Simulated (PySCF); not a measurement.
Compound: C5H6FP.
InChI=1S/C5H6FP/c1-4-2-3-7-5(4)6/h2-3,7H,1H3

Computed, not measured: PySCF 2.14.0, density-fitted response routines, TDDFT CAM-B3LYP/def2-SVPD, vertical, gas phase, core orbitals frozen in the response. Geometry: GFN2-xTB; no solvent, vibrations or thermal averaging.

Broadening: Gaussians 0.3 eV wide at half height, area fixed by f = 4.319×10⁻⁹ ∫ε dν̃. The cross-section is σ = 3.8235×10⁻²¹ ε cm², given in Mb (10⁻¹⁸ cm²). The width is an assumption, not a result. The curve ends short of the highest state used, and states not computed would add to its high-energy end.

```csv
E (eV),σ (Mb)
4.21,0.03
4.25,0.07
4.28,0.15
4.32,0.37
4.36,0.81
4.40,1.60
4.44,2.86
4.48,4.65
4.52,6.83
4.56,9.10
4.60,10.98
4.64,12.02
4.68,11.91
4.72,10.70
4.75,9.25
4.79,6.99
4.83,4.79
4.87,2.97
4.91,1.67
4.95,0.85
4.99,0.39
5.03,0.17
5.07,0.08
5.11,0.08
5.15,0.19
5.19,0.48
5.22,0.93
5.26,2.07
5.30,4.17
5.34,7.60
5.38,12.58
5.42,18.85
5.46,25.59
5.50,31.50
5.54,35.14
5.58,35.55
5.62,32.64
5.66,27.24
5.69,22.38
5.73,15.95
5.77,10.51
5.81,6.52
5.85,3.93
5.89,2.43
5.93,1.65
5.97,1.36
6.01,1.41
6.05,1.76
6.09,2.32
6.13,2.98
6.17,3.57
6.20,3.87
6.24,3.97
6.28,3.70
6.32,3.14
6.36,2.45
```

Question: Where are the band maxima, and which computed states make them?

Answer: 266 nm (4.66 eV), ε about 3200, made up of S1 (100%); 223 nm (5.56 eV), ε about 9400, made up of S2 (100%); 199 nm (6.23 eV), ε about 1000, made up of S4 (100%) (ε in L mol⁻¹ cm⁻¹; maxima over ε = 5, shares over 10%). The states used: S1 4.66 eV (f 0.035); S2 5.56 eV (f 0.104); S3 5.85 eV (f 0.0029); S4 6.23 eV (f 0.012); S5 6.77 eV (f 0.018); S6 6.82 eV (f 0.040); S7 6.94 eV (f 0.014); S8 6.96 eV (f 0.0077).

Question: Does any computed singlet lie in the visible range?

Answer: No computed singlet lies in the visible range (380 to 750 nm); the lowest, at 266 nm, stands 1.39 eV above its violet end (3.26 eV); a Tamm–Dancoff triplet lies at 419 nm, without intensity as long as spin–orbit coupling is left out.

Question: On this curve, what absorbance would a 10⁻⁴ mol/L sample give at 280 nm over a 1 cm path?

Answer: 280 nm is 4.428 eV, where ε is about 640 L mol⁻¹ cm⁻¹, so A = ε c l ≈ 0.064 (Beer–Lambert, with the gas-phase spectrum and the assumed width).

Question: What would ε be at 5.56 eV, the highest of these maxima, with half the width (0.15 eV)?

Answer: About 18600 L mol⁻¹ cm⁻¹ against 9360, a factor of about 1.99; a lone state at its own centre would give exactly 2.

Time: 26 s of wall time; peak memory 0.90 GiB. Hardware: an Arm Neoverse V2 with one thread, no GPU, on a shared host.
